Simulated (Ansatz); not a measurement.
Breaking the Se3–H4 bond in H2SeZn (SMILES [ZnH][SeH]) (multiplicity 1 held, fragments rigid). Energies count from the point at 1.474 Å.
Geometry at that point (charge 0, multiplicity 1):
```xyz
4

Zn    -0.7092    -0.5098    -0.8288
H     -1.6137    -1.1646    -1.8828
Se     0.6540     0.5053     0.7407
H      0.6550    -0.7187     1.5618
```

Restricted levels (R-, RO-) in cc, def2 and unpolarised 6-31G sets keep to the state of the molecule at rest. Unrestricted levels (U-) break spin symmetry where that is lower. Levels need not reach the same state.

Correlated levels freeze the cores. Filled d and f shells under p-block atoms count as core.

Programs: Ansatz (Gaussian basis) for Hartree–Fock, density functionals and correlated methods. Values without a source in brackets are computed.

### Question
What is the computed energy at R = 4.716 Å (U-MP2/def2-TZVPP)?

### Answer
3.55 eV

### Question
What is the computed energy at R = 4.716 Å (R-SCS-MP2/def2-TZVPP)?

### Answer
3.98 eV

### Question
What is the computed energy at R = 4.716 Å (R-wB97X-V/def2-TZVPP)?

### Answer
6.83 eV

Doubts at one or more of the structures used: a restricted determinant that unrestricted orbitals would lower (R-wB97X-V/def2-TZVPP, R-SCS-MP2/def2-TZVPP); a spin-contaminated determinant (U-MP2/def2-TZVPP).

Ansatz is a program for electronic structure.
